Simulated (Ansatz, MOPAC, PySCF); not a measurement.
Torsion H3–S1–Ge2–H4 in GeH2S (SMILES [SH][GeH]); at each angle all else is relaxed with GFN2-xTB, and the levels are single points there.
Geometry at 180° (charge 0, multiplicity 1):
```csv
atom,x (Å),y (Å),z (Å)
S,-1.0118,0.5933,0.4381
Ge,0.9990,0.4863,-0.4756
H,-1.5274,-0.4420,-0.2231
H,1.4582,1.7631,0.4122
```
Energies count from the point at 180°.

Frozen-core correlation. Filled d and f shells under p-block atoms count as core. CBS: X⁻³ extrapolation of the correlation energy, Hartree–Fock from the larger set. Rows in 3-21G carry no dispersion term and start afresh at each structure; the Pople sets are all-electron and without relativity. The state that PM3 reach isn't checked.

Run with Ansatz (Gaussian basis) for Hartree–Fock, density functionals and correlated methods; MOPAC for PM3 (differences of heats of formation); PySCF for 3-21G rows. Values without a source in brackets are computed.

Energies in meV.

```tsv
dihedral (°)	PM3	HF/3-21G	BLYP/def2-TZVPP	CCSD(T)/def2-TZVPP	CCSD(T)/CBS(def2-TZVPP, def2-QZVPP)
0	56.9	39.6	88.5	95.9	98.9
30	135.7	169.6	213.4	219.7	220.8
60	305.5	465.5	534.9	522.9	519.2
90	511.2	631.9	775.9	716.6	705.0
120	542.0	456.2	524.8	512.1	505.0
150	78.0	142.2	155.5	157.4	155.8
180	0.0	0.0	0.0	0.0	0.0
210	78.0	142.2	155.5	157.4	155.8
240	542.0	456.2	524.8	512.1	505.0
270	511.2	631.9	775.9	716.6	705.0
300	305.5	465.5	534.9	522.9	519.2
330	135.7	169.6	213.4	219.7	220.8
```

Ansatz is a first-principles code.
